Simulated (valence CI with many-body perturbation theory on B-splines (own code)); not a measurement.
## Ti⁷⁺: calculated level list

Computed by configuration interaction combined with many-body perturbation theory (CI+MBPT): five valence electrons over a frozen Dirac-Fock core [Ne], radial functions for each j: 11 s, 11 p, 10 d, 8 f, 5 g, 2 h, with the one-electron correlation potential Σ1, the two-electron term Σ2, the three-electron term Σ3, Breit, model QED; selected CI, second order for the rest, scaled by the run's own slope (own B-spline code, finite nucleus).

Against 9 measured levels this calculation errs by 148 cm⁻¹ on average and by 216 at most. These come from a selection out of Corliss and Sugar, J. Phys. Chem. Ref. Data 8, 1 (1979). Levels without a partner in it may be off by more. Among the levels kept, up to 3200 cm⁻¹ of a level comes from second order outside the variational space, and about a tenth of that is noise between levels of different J, which matters for small intervals.

Levels 136 to 180 of 183, with energies above the lowest level, 3s2.3p3 4S°_3/2. "Leading %" is the weight of the configuration and term that name the level; weights of strongly mixed levels are sums over their largest components and can fall short. In the jj column 3d3/2^4 stands for four electrons in 3d with j = 3/2.

| No. | Configuration | Term | J | E (cm⁻¹) | Leading % | g | Leading jj |
| --- | --- | --- | --- | --- | --- | --- | --- |
| 136 | 3s2.3p.3d2 | 4P° | 5/2 | 684300 | 81 | 1.585 | 3s^2 3p3/2 3d3/2 3d5/2 (56 %) |
| 137 | 3s2.3p.3d2 | 2H° | 11/2 | 684540 | 95 | 1.091 | 3s^2 3p3/2 3d3/2 3d5/2 (76 %) |
| 138 | 3s.3p3.3d | 2D° | 3/2 | 688890 | 40 | 0.798 | 3s 3p1/2 3p3/2^2 3d3/2 (17 %) |
| 139 | 3s.3p3.3d | 2D° | 5/2 | 688930 | 36 | 1.206 | 3s^2 3p3/2 3d5/2^2 (29 %) |
| 140 | 3s2.3p2.4s | 2D | 5/2 | 690420 | 92 | 1.208 | 3s^2 3p1/2 3p3/2 4s (50 %) |
| 141 | 3s2.3p2.4s | 2D | 3/2 | 690650 | 90 | 0.825 | 3s^2 3p3/2^2 4s (51 %) |
| 142 | 3s2.3p.3d2 | 2G° | 7/2 | 697770 | 68 | 0.891 | 3s^2 3p3/2 3d3/2 3d5/2 (29 %) |
| 143 | 3s2.3p.3d2 | 2G° | 9/2 | 698650 | 68 | 1.110 | 3s^2 3p3/2 3d5/2^2 (35 %) |
| 144 | 3s.3p3.3d | 2D° | 5/2 | 707990 | 69 | 1.199 | 3s 3p1/2 3p3/2^2 3d5/2 (25 %) |
| 145 | 3s.3p3.3d | 2D° | 3/2 | 709340 | 67 | 0.804 | 3s 3p1/2 3p3/2^2 3d5/2 (32 %) |
| 146 | 3s2.3p.3d2 | 4D° | 7/2 | 712670 | 77 | 1.427 | 3s^2 3p3/2 3d5/2^2 (25 %) |
| 147 | 3s2.3p.3d2 | 4D° | 5/2 | 713340 | 77 | 1.370 | 3s^2 3p3/2 3d3/2 3d5/2 (41 %) |
| 148 | 3s2.3p.3d2 | 4D° | 3/2 | 713890 | 77 | 1.199 | 3s^2 3p3/2 3d3/2 3d5/2 (35 %) |
| 149 | 3s2.3p.3d2 | 4D° | 1/2 | 714250 | 76 | 0.012 | 3s^2 3p3/2 3d3/2^2 (44 %) |
| 150 | 3s.3p3.3d | 2S° | 1/2 | 715130 | 41 | 1.987 | 3s 3p1/2 3p3/2^2 3d5/2 (19 %) |
| 151 | 3s2.3p2.4s | 2S | 1/2 | 722510 | 91 | 2.000 | 3s^2 3p3/2^2 4s (71 %) |
| 152 | 3s2.3p2.4p | 2S° | 1/2 | 726170 | 66 | 1.948 | 3s^2 3p1/2 3p3/2 4p1/2 (19 %) |
| 153 | 3p4.3d | 4D | 7/2 | 728360 | 67 | 1.427 | 3p1/2^2 3p3/2^2 3d5/2 (32 %) |
| 154 | 3p4.3d | 4D | 5/2 | 728460 | 66 | 1.369 | 3p1/2^2 3p3/2^2 3d3/2 (25 %) |
| 155 | 3p4.3d | 4D | 3/2 | 728890 | 66 | 1.198 | 3p1/2^2 3p3/2^2 3d3/2 (31 %) |
| 156 | 3p4.3d | 4D | 1/2 | 729350 | 66 | 0.009 | 3p1/2 3p3/2^3 3d3/2 (48 %) |
| 157 | 3s2.3p.3d2 | 2F° | 7/2 | 730170 | 73 | 1.141 | 3s^2 3p3/2 3d3/2 3d5/2 (35 %) |
| 158 | 3s2.3p2.4p | 4D° | 1/2 | 730550 | 85 | 0.097 | 3s^2 3p1/2^2 4p1/2 (39 %) |
| 159 | 3s2.3p.3d2 | 2F° | 5/2 | 731750 | 72 | 0.858 | 3s^2 3p3/2 3d3/2 3d5/2 (42 %) |
| 160 | 3s2.3p2.4p | 4D° | 3/2 | 732180 | 87 | 1.222 | 3s^2 3p1/2 3p3/2 4p1/2 (52 %) |
| 161 | 3s2.3p2.4p | 4D° | 5/2 | 734950 | 90 | 1.375 | 3s^2 3p1/2 3p3/2 4p3/2 (65 %) |
| 162 | 3s2.3p2.4p | 4S° | 3/2 | 735150 | 38 | 1.949 | 3s^2 3p1/2 3p3/2 4p3/2 (21 %) |
| 163 | 3s2.3p.3d2 | 2P° | 1/2 | 735170 | 77 | 0.647 | 3s^2 3p1/2 3d3/2^2 (31 %) |
| 164 | 3s2.3p.3d2 | 2P° | 3/2 | 737040 | 65 | 1.338 | 3s^2 3p3/2 3d5/2^2 (32 %) |
| 165 | 3s2.3p2.4p | 4D° | 7/2 | 738340 | 92 | 1.425 | 3s^2 3p3/2^2 4p3/2 (51 %) |
| 166 | 3s2.3p2.4p | 2D° | 3/2 | 739100 | 52 | 1.190 | 3s^2 3p1/2 3p3/2 4p1/2 (37 %) |
| 167 | 3s2.3p2.4p | 4P° | 1/2 | 739450 | 90 | 2.621 | 3s^2 3p1/2 3p3/2 4p3/2 (40 %) |
| 168 | 3s2.3p2.4p | 4P° | 5/2 | 740770 | 52 | 1.424 | 3s^2 3p1/2 3p3/2 4p3/2 (38 %) |
| 169 | 3s2.3p2.4p | 4P° | 3/2 | 741420 | 52 | 1.360 | 3s^2 3p1/2 3p3/2 4p3/2 (68 %) |
| 170 | 3s2.3p.3d2 | 2P° | 3/2 | 743860 | 35 | 1.332 | 3s^2 3p3/2 3d5/2^2 (18 %) |
| 171 | 3s.3p2.3d2 | 6G | 3/2 | 744550 | 99 | 0.001 | 3s 3p1/2 3p3/2 3d3/2^2 (30 %) |
| 172 | 3s.3p2.3d2 | 6G | 5/2 | 745230 | 99 | 0.858 | 3s 3p1/2 3p3/2 3d3/2^2 (30 %) |
| 173 | 3s2.3p.3d2 | 2P° | 1/2 | 745270 | 31 | 0.673 | 3s^2 3p3/2 3d5/2^2 (22 %) |
| 174 | 3s2.3p2.4p | 2D° | 5/2 | 746000 | 49 | 1.353 | 3s^2 3p3/2^2 4p3/2 (66 %) |
| 175 | 3s.3p2.3d2 | 6G | 7/2 | 746170 | 99 | 1.144 | 3s 3p1/2 3p3/2 3d3/2 3d5/2 (39 %) |
| 176 | 3s.3p2.3d2 | 6G | 9/2 | 747380 | 98 | 1.274 | 3s 3p1/2 3p3/2 3d3/2 3d5/2 (51 %) |
| 177 | 3p4.3d | 2P | 1/2 | 748420 | 68 | 0.712 | 3p1/2^2 3p3/2^2 3d5/2 (31 %) |
| 178 | 3s.3p2.3d2 | 6G | 11/2 | 748890 | 99 | 1.343 | 3s 3p1/2 3p3/2 3d5/2^2 (34 %) |
| 179 | 3s2.3p2.4p | 4S° | 3/2 | 750120 | 47 | 1.964 | 3s^2 3p1/2 3p3/2 4p3/2 (23 %) |
| 180 | 3p4.3d | 4F | 9/2 | 750470 | 57 | 1.318 | 3p1/2^2 3p3/2^2 3d5/2 (55 %) |

Names give the largest LS component (configuration and term), which can be under half, so a name can repeat, a term be missing and a line seem to break the LS rules; names also repeat where a configuration has a term twice.

Where two levels of one J and parity lie close, their mixing, g and order are uncertain.
